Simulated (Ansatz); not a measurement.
(1) Predict a relaxed structure of PbCl₄, charge 0, singlet, at PBE-D4/def2-SVP (Ansatz).

Answers

(1) 
Cartesian coordinates in Å:
```
Pb 0.0000 0.0000 0.0000
Cl 1.8081 -0.8211 1.4295
Cl -1.0812 1.9155 1.0720
Cl -1.6441 -1.7801 -0.3393
Cl 0.9172 0.6857 -2.1623
```
Point group Td (tolerance 0.1 Å). This is one stationary point.

In the def2 sets Pb takes a core potential; there is no spin–orbit coupling.
